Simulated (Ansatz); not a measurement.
Reaction (formal hydrolysis of a W–C bond): `[CH3][W]([CH3])(=[NH])=[NH]` + H₂O → `[CH3][W](=[NH])(=[NH])[OH]` + CH₄

Program: Ansatz. Geometries: PBE0-D4/def2-TZVP. ΔE: electronic, gas phase. CBS: MP2 limit from def2 TZ/QZ plus the TZ coupled-cluster correction, frozen cores. This one scheme is used for every species. Functionals use def2-TZVPP. Elements past krypton have def2 core potentials. For W outer-core shells are correlated without core-valence functions, which leaves a few kJ/mol of doubt a bond. Each species was taken in one conformer, which may not be the lowest.

| level | ΔE (kJ/mol) |
| --- | --- |
| ωB97X-V | -133.4 |
| HF/def2-QZVPP | -138.5 |

Question: What does CCSD(T)/CBS give? (Best estimate.)

Answer: Computed: -121.6 kJ/mol. The listed levels differ from it by -11.8, -16.9 kJ/mol.

Largest T1 diagnostic among the species: 0.020, so the coupled-cluster value is less sure than usual.

The D4 term adds +4.0 kJ/mol with B3LYP and +2.4 kJ/mol with PBE0; it sums over pairs of atoms, weighted by their polarisabilities, and B3LYP, whose exchange is more repulsive, gets the larger term. In def2-TZVPP, CCSD(T) changes the Hartree–Fock value by +16.7 kJ/mol (the triples alone add +0.6 kJ/mol) and MP2 by +20.0 kJ/mol.

CCSD(T)/CBS has its own doubt, a few kJ/mol and more with outer-core shells, so smaller differences from it don't rank the levels.

B3LYP here is the variant with VWN-RPA as its local correlation; programs differ in this.
